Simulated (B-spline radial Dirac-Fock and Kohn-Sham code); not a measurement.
**Elastic and transport cross sections of terbium for positrons**

Calculated with a B-spline atomic structure program, using relativistic (Dirac) partial waves in the static field of the Dirac-Fock atom, without polarisation or absorption potentials. Below a few hundred eV the neglected polarisation potential matters, most of all at small angles. σ_tr1 and σ_tr2 weight the cross section with 1 − P₁ and 1 − P₂ of cos θ; "backward" is the share scattered beyond 90°.

| energy (eV) | σ (a₀²) | σ_tr1 (a₀²) | σ_tr2 (a₀²) | σ/σ_tr1 | backward (%) |
| --- | --- | --- | --- | --- | --- |
| 101 | 29.8 | 4.86 | 8.40 | 6.13 | 4.6 |
| 180 | 23.3 | 3.22 | 5.63 | 7.21 | 3.8 |
| 276 | 19.3 | 2.34 | 4.15 | 8.22 | 3.2 |
| 301 | 18.5 | 2.19 | 3.90 | 8.45 | 3.1 |
| 353 | 17.2 | 1.93 | 3.46 | 8.91 | 2.9 |
| 362 | 17.0 | 1.90 | 3.40 | 8.98 | 2.9 |
| 367 | ? | ? | ? | ? | ? |
| 1190 | 9.66 | 0.700 | 1.32 | 13.8 | 1.7 |
| 2070 | 7.28 | 0.417 | 0.812 | 17.5 | 1.2 |
| 3000 | 5.99 | 0.286 | 0.573 | 20.9 | 0.95 |
| 3590 | 5.44 | 0.236 | 0.479 | 23.1 | 0.83 |
| 8070 | 3.47 | 0.0921 | 0.198 | 37.6 | 0.43 |
| 9940 | 3.07 | 0.0711 | 0.155 | 43.2 | 0.36 |
| 10100 | 3.04 | 0.0697 | 0.152 | 43.6 | 0.36 |
| 14000 | 2.50 | 0.0458 | 0.102 | 54.6 | 0.26 |
| 45800 | 1.18 | 0.00859 | 0.0207 | 137 | 0.075 |

Question: Fill in the row for 367 eV.

Answer: σ = 16.9 a₀², σ_tr1 = 1.88 a₀², σ_tr2 = 3.37 a₀², σ/σ_tr1 = 9.02, backward 2.9 %. The ratio σ/σ_tr1 is roughly the number of elastic collisions that randomise the direction.
